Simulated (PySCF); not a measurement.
CH3Be, SMILES [Be+][CH3], charge +1.

Geometry optimised at B3LYP-D3(BJ)/def2-TZVPD. The multiplicity is an assumed one; other spin states were not compared. The isomer is the one that the SMILES or the coordinates give; other isomers of the formula were not compared.

The numbers are results of TDA-ωB97X/def2-TZVPD in PySCF, not measurements.

Vertical excitations; the highest root listed may be one member of a degenerate set. Gas-phase values at a fixed geometry. State labels are in the subgroup Cs.

Q: Estimate the UV-visible absorptions. (Estimate from the structure and the level; the computed values follow.)

A: 
```json
[
 {"state": "S1", "symmetry": "A'", "energy (eV)": "4.89", "λ (nm)": "254", "f": "0.181", "main pairs": "HOMO→LUMO 97 %"},
 {"state": "S2", "symmetry": "A\"", "energy (eV)": "6.60", "λ (nm)": "188", "f": "0.021", "main pairs": "HOMO−1→LUMO (degenerate set)"},
 {"state": "S3", "symmetry": "A'", "energy (eV)": "6.60", "λ (nm)": "188", "f": "0.021", "main pairs": "HOMO−2→LUMO (degenerate set)"},
 {"state": "S4", "symmetry": "A\"", "energy (eV)": "7.16", "λ (nm)": "173", "f": "0.147", "main pairs": "HOMO→LUMO+1 (degenerate set)"},
 {"state": "S5", "symmetry": "A'", "energy (eV)": "7.16", "λ (nm)": "173", "f": "0.147", "main pairs": "HOMO→LUMO+2 (degenerate set)"},
 {"state": "S6", "symmetry": "A\"", "energy (eV)": "8.96", "λ (nm)": "138", "f": "0.000", "main pairs": "HOMO−1→LUMO+2 49 %, HOMO−2→LUMO+1 48 %"},
 {"state": "S7", "symmetry": "A'", "energy (eV)": "9.07", "λ (nm)": "137", "f": "0.011", "main pairs": "HOMO−1→LUMO+1, HOMO−2→LUMO+2 (degenerate set)"},
 {"state": "S8", "symmetry": "A\"", "energy (eV)": "9.07", "λ (nm)": "137", "f": "0.011", "main pairs": "HOMO−2→LUMO+1, HOMO−1→LUMO+2 (degenerate set)"},
 {"state": "S9", "symmetry": "A'", "energy (eV)": "9.87", "λ (nm)": "126", "f": "0.349", "main pairs": "HOMO−2→LUMO+2 46 %, HOMO−1→LUMO+1 46 %"},
 {"state": "S10", "symmetry": "A'", "energy (eV)": "10.55", "λ (nm)": "117", "f": "0.014", "main pairs": "HOMO→LUMO+3 82 %"},
 {"state": "T1", "symmetry": "A'", "energy (eV)": "4.36", "λ (nm)": "284", "f": "0", "main pairs": "HOMO→LUMO 97 %"},
 {"state": "T2", "symmetry": "A\"", "energy (eV)": "6.37", "λ (nm)": "195", "f": "0", "main pairs": "HOMO→LUMO+1 (degenerate set)"},
 {"state": "T3", "symmetry": "A'", "energy (eV)": "6.37", "λ (nm)": "195", "f": "0", "main pairs": "HOMO→LUMO+2 (degenerate set)"},
 {"state": "T4", "symmetry": "A\"", "energy (eV)": "6.50", "λ (nm)": "191", "f": "0", "main pairs": "HOMO−1→LUMO 97 %"}
]
```
Triplets are in the Tamm–Dancoff approximation.
